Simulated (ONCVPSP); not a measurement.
## What the settings do to the ONCV potential of Si

Base potential:

- Element: Si
- Generator: ONCVPSP 4.0.1
- Type: optimised norm-conserving Vanderbilt (ONCV)
- Functional: PBE
- Relativity: scalar-relativistic
- Frozen core: [Ne]
- Valence charge: 4
- Reference configuration: 3s2 3p2
- Partial waves: 3s: rc 1.75 bohr, ncon 3, nbas 8, qcut 4.2 1/bohr, 1 projector; 3p: rc 2.05 bohr, ncon 5, nbas 9, qcut 3.2 1/bohr, 3 projectors, debl 3.5 Ha; d scattering state at 0.02 Ha: rc 1.80 bohr, ncon 4, nbas 7, qcut 5.3 1/bohr, 3 projectors, debl 0.3 Ha
- Local potential: polynomial inside 1.55 bohr (lpopt 1, dvloc0 0 Ha)
- Core correction: Teter function, fcfact 4.75, rcfact 1.3

Cutoffs, loose and tight: the cutoffs (Ha) at which the residual kinetic energy of the hardest occupied pseudo-wave falls to 1 and 0.1 mHa per electron. They do not see the model core or the augmentation charge, which bear on the density cutoff. Test errors are all-electron minus pseudo excitation energies from the reference, over the configurations 3s2 3p1; 3s2 3p0; 3s1 3p0; 3s1 3p2. A dash means not determined; rows that change the core or the reference have their own tests.

For the base: The cutoffs count occupied waves only; projector 3 of the p channel, the hardest unoccupied one, needs 24 Ha at the loose tolerance.

A true bound ghost makes a file unfit for plane-wave use even where its test errors are small: the radial tests pick states by their node count and pass the ghost by.

```csv
change,outcome,"cutoff, loose","cutoff, tight",bound ghosts,GHOST(+) flags above zero,largest test error (meV)
base,generated,7.2 Ha,12 Ha,d,d,+93
d: debl 0.2,generated,7.2 Ha,12 Ha,d,d,+93
d: debl 0.25,generated,7.2 Ha,12 Ha,d,d,+93
d: debl 0.45,generated,7.2 Ha,12 Ha,none,d,+93
d: debl 0.55,generated,7.2 Ha,12 Ha,none,d,+93
d: debl 0.95,generated,7.2 Ha,12 Ha,none,d,+93
d: debl 1.3,generated,7.2 Ha,12 Ha,none,d,+93
d: debl 1.95,generated,7.2 Ha,12 Ha,none,none,+93
d: debl 3.3,generated,7.2 Ha,12 Ha,none,none,+93
d: debl 4.7,generated,7.2 Ha,12 Ha,none,none,+93
```

Reading the sweep of the debl of the d channel (base included, trends over the rows without a ghost): The loose cutoff stays near 7.2 Ha. The median size of the test errors (rows with all tests solved) stays near 10.9 meV. Bound ghosts are found at 0.2, 0.25, 0.3 Ha.
